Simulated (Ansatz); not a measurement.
C19H15Br⁻ (relaxed from a model of trityl bromide, whose bonding it doesn't keep). Charge -1, multiplicity 2. Geometry r2SCAN-D4/def2-SVP; atoms count from 1.

```xyz
35

Br    2.361   -1.173   -1.863
C     1.349    4.049   -0.478
C     0.041    3.682   -0.809
C    -0.372    2.352   -0.689
C     0.514    1.347   -0.237
C     0.079   -0.039   -0.062
C    -0.979   -0.579   -0.917
C    -1.025   -0.269   -2.298
C    -2.058   -0.737   -3.105
C    -3.077   -1.541   -2.570
C    -3.038   -1.873   -1.211
C    -2.007   -1.400   -0.397
C     0.515   -0.792    1.114
C     0.664   -2.200    1.058
C     1.027   -2.928    2.188
C     1.268   -2.281    3.411
C     1.144   -0.889    3.479
C     0.773   -0.156    2.350
C     1.840    1.735    0.075
C     2.245    3.062   -0.038
H     1.673    5.091   -0.574
H    -0.671    4.439   -1.157
H    -1.403    2.079   -0.931
H    -0.189    0.294   -2.723
H    -2.058   -0.497   -4.174
H    -3.884   -1.913   -3.209
H    -3.824   -2.502   -0.778
H    -1.997   -1.649    0.668
H     0.549   -2.688    0.087
H     1.155   -4.013    2.112
H     1.561   -2.856    4.295
H     1.331   -0.368    4.425
H     0.658    0.930    2.420
H     2.552    0.951    0.345
H     3.282    3.330    0.191
```

Single mean-field runs in def2-TZVP are fitted with def2-universal-jkfit. In the doublet geometry the species has come apart into loosely held pieces.

Problem. Estimate the Mulliken populations of the heavy atoms from the PBE0/def2-TZVP orbitals of Ansatz.

Solution. 
```json
{"atom": "Br1", "charge (e)": "-0.81", "spin (α − β)": "0.09"}
{"atom": "C2", "charge (e)": "-0.13", "spin (α − β)": "0.12"}
{"atom": "C3", "charge (e)": "-0.13", "spin (α − β)": "-0.06"}
{"atom": "C4", "charge (e)": "-0.23", "spin (α − β)": "0.11"}
{"atom": "C5", "charge (e)": "0.19", "spin (α − β)": "-0.09"}
{"atom": "C6", "charge (e)": "0.02", "spin (α − β)": "0.56"}
{"atom": "C7", "charge (e)": "0.19", "spin (α − β)": "-0.09"}
{"atom": "C8", "charge (e)": "-0.20", "spin (α − β)": "0.11"}
{"atom": "C9", "charge (e)": "-0.10", "spin (α − β)": "-0.06"}
{"atom": "C10", "charge (e)": "-0.13", "spin (α − β)": "0.12"}
{"atom": "C11", "charge (e)": "-0.13", "spin (α − β)": "-0.06"}
{"atom": "C12", "charge (e)": "-0.23", "spin (α − β)": "0.11"}
{"atom": "C13", "charge (e)": "0.19", "spin (α − β)": "-0.09"}
{"atom": "C14", "charge (e)": "-0.20", "spin (α − β)": "0.11"}
{"atom": "C15", "charge (e)": "-0.10", "spin (α − β)": "-0.06"}
{"atom": "C16", "charge (e)": "-0.13", "spin (α − β)": "0.12"}
{"atom": "C17", "charge (e)": "-0.13", "spin (α − β)": "-0.06"}
{"atom": "C18", "charge (e)": "-0.23", "spin (α − β)": "0.11"}
{"atom": "C19", "charge (e)": "-0.20", "spin (α − β)": "0.11"}
{"atom": "C20", "charge (e)": "-0.10", "spin (α − β)": "-0.06"}
```
Mulliken values depend strongly on the basis.

Problem. Where does the spin sit?

Solution. Summed by element: Br 0.09, C 0.94, H -0.03, of 1 unpaired in all. Largest on single atoms: C6 0.56, C2 0.12, C10 0.12.

Problem. And the Mayer bond orders between heavy atoms (over 0.3)?

Solution. C2–C3 1.41 (1.40 Å); C2–C20 1.38 (1.40 Å); C3–C4 1.44 (1.40 Å); C4–C5 1.35 (1.41 Å); C5–C6 0.96 (1.46 Å); C5–C19 1.38 (1.42 Å); C6–C7 0.96 (1.46 Å); C6–C13 0.96 (1.46 Å); C7–C8 1.38 (1.42 Å); C7–C12 1.35 (1.41 Å); C8–C9 1.44 (1.39 Å); C9–C10 1.38 (1.40 Å); C10–C11 1.41 (1.40 Å); C11–C12 1.44 (1.40 Å); C13–C14 1.38 (1.42 Å); C13–C18 1.35 (1.41 Å); C14–C15 1.44 (1.39 Å); C15–C16 1.38 (1.40 Å); C16–C17 1.41 (1.40 Å); C17–C18 1.44 (1.40 Å); C19–C20 1.44 (1.39 Å).
